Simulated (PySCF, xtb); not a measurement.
Mo(O)2(Cl)(OMe) (CH3ClMoO3), SMILES [O]=[Mo](=[O])([Cl])[O]C, multiplicity 1.

GFN2-xTB run with xtb at its own geometry gives an orbital gap of 4.23 eV and a dipole moment of 6.68 D.

Geometry optimised at B3LYP-D3(BJ)/def2-SVP. The spin state was assumed, not searched. The def2 effective core potentials stand for the cores of Mo; spin–orbit coupling is left out. One conformer was computed; it need not be the lowest.

Q: What does PBE/def2-TZVP (PySCF) give? (The exact figures need the calculation; the answer reports its results.)

A: gap 4.19 eV (levels -7.71 and -3.52 eV), dipole 3.77 D.
